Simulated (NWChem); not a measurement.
Species: SiH4O; SMILES O[SiH3]

```xyz
6

Si    -0.0200    -0.4951     0.0000
O     -0.0758     1.1698     0.0000
H      0.6823    -1.0322     1.2089
H     -1.4331    -0.9594     0.0000
H      0.6823    -1.0322    -1.2089
H      0.7664     1.6327     0.0000
```
Atoms are numbered in this order, from 1.

Results from NWChem. Coordinates come from a PBE0/def2-SVP optimisation. GIAO values for the isolated, static molecule; σ is the absolute isotropic shielding, δ = σ(reference) − σ with the isolated reference molecule computed at the same levels (1H: tetramethylsilane, 17O: water, 29Si: tetramethylsilane).

```json
[
 {"level": "KT2/pcSseg-1", "δ Si1 (ppm)": "-30.5", "δ O2 (ppm)": "0.8", "δ H3 (rotor mean) (ppm)": "5.08", "δ H6 (ppm)": "-0.24"},
 {"level": "PBE/pcSseg-1", "δ Si1 (ppm)": "-33.5", "δ O2 (ppm)": "5.0", "δ H3 (rotor mean) (ppm)": "5.16", "δ H6 (ppm)": "-0.16"},
 {"level": "BHandHLYP/pcSseg-1", "δ Si1 (ppm)": "-37.8", "δ O2 (ppm)": "-2.0", "δ H3 (rotor mean) (ppm)": "4.65", "δ H6 (ppm)": "0.41"}
]
```
